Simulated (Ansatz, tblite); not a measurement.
Forces on BODIPY (C₁₃H₁₅BF₂N₂) at its PBE-D4/def2-SVP geometry. The state is a singlet with charge 0.

The xTB rows come from tblite. Single mean-field runs in def2-TZVP are fitted with def2-universal-jkfit.

GFN2-xTB (tblite), largest force 0.80 eV/Å:

```xyz
33
positions Å, forces eV/Å
C     0.147    1.784   -3.578   -0.120    0.024   -0.422
C     0.670    1.708   -2.178    0.342    0.152    0.507
C     1.640    2.515   -1.573   -0.181   -0.217    0.097
C     1.792    2.086   -0.225   -0.387   -0.325   -0.322
C     2.698    2.629    0.827    0.127    0.059    0.187
N     0.955    1.046    0.007    0.328    0.512   -0.336
C     0.249    0.781   -1.167   -0.071   -0.129    0.193
C    -0.694   -0.250   -1.213   -0.020   -0.002   -0.031
C    -0.967   -1.044   -0.096    0.160    0.179   -0.002
C    -1.885   -2.134    0.073    0.273    0.066    0.563
C    -2.803   -2.683   -0.973   -0.272   -0.180   -0.291
C    -1.737   -2.552    1.400    0.129    0.210   -0.163
C    -0.750   -1.731    2.015   -0.115    0.132   -0.574
C    -0.240   -1.779    3.414    0.104    0.020    0.208
N    -0.297   -0.831    1.109   -0.359   -0.527    0.266
B     0.799    0.263    1.356   -0.135   -0.039   -0.218
F     0.385    1.135    2.369    0.248   -0.401   -0.400
F     2.013   -0.348    1.697   -0.532    0.309   -0.080
H     0.111    0.786   -4.061    0.061    0.513    0.380
H    -0.885    2.194   -3.607    0.581   -0.228    0.144
H     0.781    2.440   -4.205   -0.290   -0.333    0.433
H     2.195    3.338   -2.039   -0.409   -0.593    0.339
H     3.340    1.822    1.236   -0.371    0.406   -0.290
H     2.107    3.014    1.684    0.260   -0.215   -0.523
H     3.332    3.440    0.426   -0.360   -0.444    0.185
H    -1.236   -0.440   -2.151    0.318    0.115    0.558
H    -3.369   -3.553   -0.589    0.360    0.489   -0.113
H    -3.541   -1.925   -1.310    0.472   -0.341    0.265
H    -2.247   -3.015   -1.875   -0.206    0.229    0.561
H    -2.277   -3.368    1.898    0.390    0.591   -0.362
H    -0.714   -2.599    3.982    0.238    0.436   -0.338
H     0.861   -1.913    3.418   -0.616    0.049   -0.076
H    -0.433   -0.815    3.929    0.053   -0.516   -0.345
```

PBE-D4/def2-TZVP (Ansatz), largest force 0.32 eV/Å:

```
C -0.081 0.014 -0.191
C 0.118 -0.017 0.244
C -0.060 -0.037 0.004
C -0.034 0.015 -0.188
C 0.071 0.013 0.148
N 0.058 0.111 -0.087
C -0.124 -0.047 -0.140
C 0.034 0.013 0.062
C -0.078 -0.006 -0.178
C 0.161 0.092 0.197
C -0.127 -0.070 -0.148
C 0.016 0.036 -0.053
C -0.127 -0.081 -0.114
C 0.092 0.042 0.131
N -0.087 -0.119 0.042
B -0.086 -0.030 -0.147
F -0.019 0.049 0.061
F 0.066 -0.031 0.022
H 0.019 0.253 0.132
H 0.269 -0.102 0.019
H -0.154 -0.169 0.178
H -0.163 -0.239 0.141
H -0.129 0.224 -0.114
H 0.158 -0.064 -0.224
H -0.175 -0.214 0.089
H 0.149 0.053 0.256
H 0.158 0.229 -0.083
H 0.190 -0.191 0.098
H -0.134 0.082 0.240
H 0.159 0.239 -0.144
H 0.115 0.211 -0.164
H -0.282 -0.001 0.019
H 0.025 -0.259 -0.108
```

PBE0-D4/def2-TZVP (Ansatz), largest force 0.67 eV/Å:

```
C -0.117 0.020 -0.264
C 0.213 -0.069 0.613
C -0.214 -0.251 0.103
C -0.443 -0.378 -0.336
C 0.092 0.010 0.218
N 0.248 0.448 -0.366
C -0.022 0.033 -0.062
C 0.123 0.044 0.218
C -0.050 -0.038 -0.035
C 0.410 0.268 0.433
C -0.176 -0.095 -0.209
C 0.141 0.239 -0.203
C -0.105 0.177 -0.641
C 0.137 0.072 0.180
N -0.364 -0.486 0.175
B 0.042 0.012 0.069
F 0.183 -0.331 -0.355
F -0.452 0.246 -0.096
H 0.044 0.474 0.258
H 0.509 -0.188 0.051
H -0.286 -0.318 0.331
H -0.297 -0.437 0.255
H -0.279 0.393 -0.231
H 0.270 -0.150 -0.436
H -0.323 -0.398 0.166
H 0.278 0.098 0.479
H 0.293 0.426 -0.157
H 0.365 -0.350 0.197
H -0.239 0.157 0.461
H 0.290 0.436 -0.264
H 0.214 0.391 -0.303
H -0.534 0.019 -0.007
H 0.048 -0.473 -0.244
```
